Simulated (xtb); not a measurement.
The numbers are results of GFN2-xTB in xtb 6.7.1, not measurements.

```
xtb start.xyz --ohess tight --gfn 2 --chrg 0 --uhf 0 --iterations 400

# start.xyz
29

C      2.697086    -0.224102    -1.643317
C      2.030908     0.679484    -0.624047
Sn    -0.005855    -0.002210    -0.009976
C     -1.401961     0.152849    -1.747382
C     -2.846066    -0.149255    -1.397452
C     -0.744115     1.284871     1.659863
C     -0.919752     2.741256     1.276331
C      0.091623    -2.125832     0.675320
C      1.088123    -2.361093     1.793700
H      3.683553     0.162614    -1.897349
H      2.110307    -0.281345    -2.556279
H      2.818639    -1.231046    -1.252972
H      2.643601     0.742225     0.273669
H      1.941582     1.687059    -1.026224
H     -1.057700    -0.532937    -2.519372
H     -1.320131     1.161017    -2.149744
H     -3.218246     0.539654    -0.643815
H     -3.473217    -0.054005    -2.283313
H     -2.951170    -1.161207    -1.015440
H     -0.039171     1.202963     2.485062
H     -1.692032     0.873543     2.002135
H     -1.635904     2.848825     0.466020
H     -1.285347     3.311178     2.129958
H      0.023391     3.176715     0.957222
H     -0.904378    -2.421583     0.999910
H      0.347357    -2.740380    -0.186145
H      0.831940    -1.776553     2.673350
H      2.094121    -2.088973     1.485205
H      1.092814    -3.413734     2.075084
```

Output:

```
[...]
     3  50 Sn   2.842 --     6 C    0.709     8 C    0.708     2 C    0.708
                             4 C    0.708
     4   6 C    3.984 --     5 C    1.041    16 H    0.977    15 H    0.976
                             3 Sn   0.708
     5   6 C    3.997 --     4 C    1.041    17 H    0.992    19 H    0.991
                            18 H    0.978
     6   6 C    3.984 --     7 C    1.041    21 H    0.977    20 H    0.976
                             3 Sn   0.709
     7   6 C    3.997 --     6 C    1.041    22 H    0.992    24 H    0.991
                            23 H    0.978
     8   6 C    3.984 --     9 C    1.041    26 H    0.977    25 H    0.976
                             3 Sn   0.708
     9   6 C    3.997 --     8 C    1.041    28 H    0.992    27 H    0.991
                            29 H    0.978
    10   1 H    0.992 --     1 C    0.978
    11   1 H    0.999 --     1 C    0.991
    12   1 H    0.999 --     1 C    0.992
    13   1 H    0.999 --     2 C    0.977
    14   1 H    0.999 --     2 C    0.976
    15   1 H    0.999 --     4 C    0.976
    16   1 H    0.999 --     4 C    0.977
    17   1 H    0.999 --     5 C    0.992
    18   1 H    0.992 --     5 C    0.978
    19   1 H    0.999 --     5 C    0.991
    20   1 H    0.999 --     6 C    0.976
    21   1 H    0.999 --     6 C    0.977
    22   1 H    0.999 --     7 C    0.992
    23   1 H    0.992 --     7 C    0.978
    24   1 H    0.999 --     7 C    0.991
    25   1 H    0.999 --     8 C    0.976
    26   1 H    0.999 --     8 C    0.977
    27   1 H    0.999 --     9 C    0.991
    28   1 H    0.999 --     9 C    0.992
    29   1 H    0.992 --     9 C    0.978
 ---------------------------------------------------------------------------

Topologies differ in total number of bonds
Writing topology from bond orders to xtbtopo.mol

molecular dipole:
                 x           y           z       tot (Debye)
 q only:       -0.000       0.000      -0.001
   full:        0.001       0.001       0.001       0.004
molecular quadrupole (traceless):
                xx          xy          yy          xz          yz          zz
 q only:       -0.133       0.178       0.009      -0.012       0.009       0.123
  q+dip:       -0.420       0.562       0.004      -0.017       0.018       0.416
   full:        0.118      -0.143      -0.014       0.017      -0.004      -0.105

           -------------------------------------------------
          |                Geometry Summary                 |
           -------------------------------------------------

      molecular mass/u    :      234.9548148
   center of mass at/Å    :       -0.0031277      -0.0011924      -0.0053246
  moments of inertia/u·Å² :        0.5126402E+03   0.6834277E+03   0.6860511E+03
rotational constants/cm⁻¹ :        0.3288395E-01   0.2466630E-01   0.2457198E-01

 * 24 selected distances

     #   Z          #   Z                                           value/Å
     1   6 C        2   6 C                                       1.5163023 (max)
     4   6 C        5   6 C                                       1.5162973
     6   6 C        7   6 C                                       1.5162463
     8   6 C        9   6 C                                       1.5162896
     1   6 C       10   1 H                                       1.0895866
     1   6 C       11   1 H                                       1.0867779
     1   6 C       12   1 H                                       1.0867754
     2   6 C       13   1 H                                       1.0886797
     2   6 C       14   1 H                                       1.0885463
     4   6 C       15   1 H                                       1.0884791
     4   6 C       16   1 H                                       1.0885744
     5   6 C       17   1 H                                       1.0867762
     5   6 C       18   1 H                                       1.0895599
     5   6 C       19   1 H                                       1.0867507
     6   6 C       20   1 H                                       1.0883972
     6   6 C       21   1 H                                       1.0885255
     7   6 C       22   1 H                                       1.0867607
     7   6 C       23   1 H                                       1.0895642
     7   6 C       24   1 H                                       1.0867263 (min)
     8   6 C       25   1 H                                       1.0885061
     8   6 C       26   1 H                                       1.0886649
     9   6 C       27   1 H                                       1.0867847
     9   6 C       28   1 H                                       1.0868536
     9   6 C       29   1 H                                       1.0896111

 * 2 distinct bonds (by element types)

   Z      Z             #   av. dist./Å        max./Å        min./Å
   1 H    6 C          20     1.0880450     1.0896111     1.0867263
   6 C    6 C           4     1.5162839     1.5163023     1.5162463

           -------------------------------------------------
          |               Frequency Printout                |
           -------------------------------------------------
 projected vibrational frequencies (cm⁻¹)
eigval :       -0.00    -0.00     0.00     0.00     0.00     0.00
eigval :       25.41    27.44    31.56    36.15    62.51    80.39
eigval :       80.95    94.40   102.64   201.46   217.58   217.85
eigval :      236.41   238.47   244.96   245.19   270.69   394.66
eigval :      467.06   468.35   468.72   671.39   672.31   681.92
eigval :      701.13   943.36   943.75   946.69   957.99   996.19
eigval :      996.38   998.09  1000.50  1069.34  1069.50  1071.14
eigval :     1078.37  1210.01  1210.33  1215.13  1223.81  1228.97
eigval :     1230.65  1230.82  1234.03  1410.88  1410.95  1412.45
eigval :     1412.97  1457.19  1457.84  1458.00  1459.64  1499.76
eigval :     1499.90  1500.91  1501.30  1502.33  1502.35  1503.53
eigval :     1503.88  2974.97  2975.70  2976.05  2978.70  2984.11
eigval :     2985.10  2986.25  2987.12  2995.20  2995.99  2996.32
eigval :     2996.88  3027.06  3027.54  3028.22  3028.72  3032.44
eigval :     3033.20  3033.69  3035.27
 reduced masses (amu)
   1: 43.82   2: 55.70   3: 40.21   4: 24.75   5: 37.17   6: 21.57   7: 14.01   8: 14.39
   9: 14.08  10:  9.70  11: 10.42  12: 25.43  13: 25.17  14:  6.94  15: 12.82  16:  8.18
  17:  8.62  18:  8.69  19:  2.79  20:  3.32  21: 15.17  22: 15.40  23: 37.06  24:  9.52
  25: 19.38  26: 24.88  27: 25.03  28:  3.84  29:  3.87  30:  2.98  31:  4.13  32:  1.78
  33:  1.79  34:  1.70  35:  2.04  36:  2.77  37:  2.77  38:  2.74  39:  2.90  40:  9.96
  41:  9.96  42:  9.89  43:  9.79  44:  4.20  45:  4.19  46:  4.20  47:  3.88  48:  3.70
  49:  3.68  50:  3.68  51:  3.59  52:  2.94  53:  2.94  54:  2.84  55:  2.89  56:  2.01
  57:  2.03  58:  2.03  59:  2.03  60:  1.55  61:  1.55  62:  1.56  63:  1.58  64:  1.51
  65:  1.52  66:  1.51  67:  1.50  68:  1.98  69:  1.98  70:  1.98  71:  1.99  72:  1.52
  73:  1.52  74:  1.56  75:  1.56  76:  1.79  77:  1.78  78:  1.76  79:  1.75  80:  1.94
  81:  1.94  82:  1.95  83:  1.94  84:  1.43  85:  1.42  86:  1.41  87:  1.40
 IR intensities (km·mol⁻¹)
   1:  0.00   2:  0.00   3:  0.00   4:  0.00   5:  0.00   6:  0.00   7:  0.00   8:  0.00
   9:  0.00  10:  0.00  11:  0.14  12:  0.83  13:  0.87  14:  0.00  15:  1.09  16:  0.00
  17:  0.72  18:  0.78  19:  0.50  20:  0.01  21:  6.28  22:  6.23  23: 17.59  24:  0.01
  25: 16.25  26: 49.93  27: 50.52  28: 59.32  29: 60.65  30:  0.37  31: 88.51  32:  4.49
  33:  4.58  34:  0.02  35: 15.63  36: 11.36  37: 11.01  38:  0.04  39: 19.77  40:  4.31
  41:  4.26  42:  0.02  43:  4.49  44: 56.47  45: 54.88  46: 47.21  47:  0.01  48:  0.00
  49:  3.60  50:  3.67  51:  1.88  52:  1.25  53:  1.25  54:  0.80  55:  0.05  56:  0.06
  57:  1.92  58:  1.80  59:  3.35  60:  2.40  61:  2.48  62:  0.09  63:  0.00  64:  3.40
  65:  3.20  66:  5.21  67:  0.08  68: 23.60  69:  9.51  70: 14.23  71: 62.54  72:  6.15
  73:  4.02  74: 44.43  75: 41.45  76:  7.05  77: 79.22  78:115.24  79:116.69  80: 46.63
  81: 44.47  82: 53.35  83: 22.69  84:  4.25  85: 61.27  86: 63.41  87: 34.29
Molecule has no symmetry elements
It seems to be the C1 point group
 Raman intensities (Ä⁴*amu⁻¹)
   1:  0.00   2:  0.00   3:  0.00   4:  0.00   5:  0.00   6:  0.00   7:  0.00   8:  0.00
   9:  0.00  10:  0.00  11:  0.00  12:  0.00  13:  0.00  14:  0.00  15:  0.00  16:  0.00
  17:  0.00  18:  0.00  19:  0.00  20:  0.00  21:  0.00  22:  0.00  23:  0.00  24:  0.00
  25:  0.00  26:  0.00  27:  0.00  28:  0.00  29:  0.00  30:  0.00  31:  0.00  32:  0.00
  33:  0.00  34:  0.00  35:  0.00  36:  0.00  37:  0.00  38:  0.00  39:  0.00  40:  0.00
  41:  0.00  42:  0.00  43:  0.00  44:  0.00  45:  0.00  46:  0.00  47:  0.00  48:  0.00
  49:  0.00  50:  0.00  51:  0.00  52:  0.00  53:  0.00  54:  0.00  55:  0.00  56:  0.00
  57:  0.00  58:  0.00  59:  0.00  60:  0.00  61:  0.00  62:  0.00  63:  0.00  64:  0.00
  65:  0.00  66:  0.00  67:  0.00  68:  0.00  69:  0.00  70:  0.00  71:  0.00  72:  0.00
  73:  0.00  74:  0.00  75:  0.00  76:  0.00  77:  0.00  78:  0.00  79:  0.00  80:  0.00
  81:  0.00  82:  0.00  83:  0.00  84:  0.00  85:  0.00  86:  0.00  87:  0.00
 output can be read by thermo (or use thermo option).
 writing <g98.out> molden fake output.
 recommended (thermochemical) frequency scaling factor: 1.0
           -------------------------------------------------
          |             Thermodynamic Functions             |
           -------------------------------------------------

c1  symmetry found (for desy threshold:  0.10E+00) used in thermo

          ...................................................
          :                      SETUP                      :
          :.................................................:
          :  # frequencies                          81      :
          :  # imaginary freq.                       0      :
          :  linear?                             false      :
          :  only rotor calc.                    false      :
          :  symmetry                               c1      :
          :  rotational number                       1      :
          :  scaling factor                  1.0000000      :
          :  rotor cutoff                   50.0000000 cm⁻¹ :
          :  imag. cutoff                  -20.0000000 cm⁻¹ :
          :.................................................:

    mode    ω/cm⁻¹     T·S(HO)/kcal·mol⁻¹    T·S(FR)/kcal·mol⁻¹   T·S(vib)
   ------------------------------------------------------------------------
       1     25.41    -1.83638 (  6.25%)    -1.25681 ( 93.75%)    -1.29303
       2     27.44    -1.79072 (  8.32%)    -1.23397 ( 91.68%)    -1.28030
       3     31.56    -1.70808 ( 13.70%)    -1.19262 ( 86.30%)    -1.26322
       4     36.15    -1.62781 ( 21.46%)    -1.15243 ( 78.54%)    -1.25443
       5     62.51    -1.30482 ( 70.95%)    -0.99028 ( 29.05%)    -1.21346
       6     80.39    -1.15723 ( 86.98%)    -0.91578 ( 13.02%)    -1.12580
       7     80.95    -1.15317 ( 87.29%)    -0.91373 ( 12.71%)    -1.12274
       8     94.40    -1.06341 ( 92.70%)    -0.86819 (  7.30%)    -1.04917
       9    102.64    -1.01476 ( 94.67%)    -0.84341 (  5.33%)    -1.00563
      10    201.46    -0.63199 ( 99.62%)    -0.64367 (  0.38%)    -0.63203
      11    217.58    -0.59009 ( 99.72%)    -0.62088 (  0.28%)    -0.59018
      12    217.85    -0.58941 ( 99.72%)    -0.62051 (  0.28%)    -0.58950
      13    236.41    -0.54553 ( 99.80%)    -0.59629 (  0.20%)    -0.54563
      14    238.47    -0.54091 ( 99.81%)    -0.59372 (  0.19%)    -0.54101
      15    244.96    -0.52670 ( 99.83%)    -0.58577 (  0.17%)    -0.52680
      16    245.19    -0.52619 ( 99.83%)    -0.58548 (  0.17%)    -0.52630
      17    270.69    -0.47458 ( 99.88%)    -0.55618 (  0.12%)    -0.47468
   ------------------------------------------------------------------------

   temp. (K)  partition function   enthalpy   heat capacity  entropy
                                   cal/mol     cal/K/mol   cal/K/mol   J/K/mol
 298.15  VIB  0.405E+08             8541.964     44.167     56.591
         ROT  0.118E+07              888.752      2.981     30.772
         INT  0.479E+14             9430.716     47.147     87.363
         TR   0.348E+28             1481.254      4.968     42.245
         TOT                       10911.9701    52.1156   129.6081   542.2803

       T/K    H(0)-H(T)+PV         H(T)/Eh          T*S/Eh         G(T)/Eh
   ------------------------------------------------------------------------
    298.15    0.173893E-01    0.273380E+00    0.615810E-01    0.211799E+00
   ------------------------------------------------------------------------

         :::::::::::::::::::::::::::::::::::::::::::::::::::::
         ::                  THERMODYNAMIC                  ::
         :::::::::::::::::::::::::::::::::::::::::::::::::::::
         :: total free energy         -29.140106441074 Eh   ::
         ::.................................................::
         :: total energy              -29.351905732025 Eh   ::
         :: zero point energy           0.255990948935 Eh   ::
         :: G(RRHO) w/o ZPVE           -0.044191657984 Eh   ::
         :: G(RRHO) contrib.            0.211799290951 Eh   ::
         :::::::::::::::::::::::::::::::::::::::::::::::::::::

optimized geometry written to: xtbopt.xyz

           -------------------------------------------------
          | TOTAL ENERGY              -29.351905732025 Eh   |
          | TOTAL ENTHALPY            -29.078525451888 Eh   |
          | TOTAL FREE ENERGY         -29.140106441074 Eh   |
          | GRADIENT NORM               0.000216459008 Eh/α |
          | HOMO-LUMO GAP               4.444381238948 eV   |
           -------------------------------------------------

------------------------------------------------------------------------
```

Cost: very roughly 2.1 core-seconds.
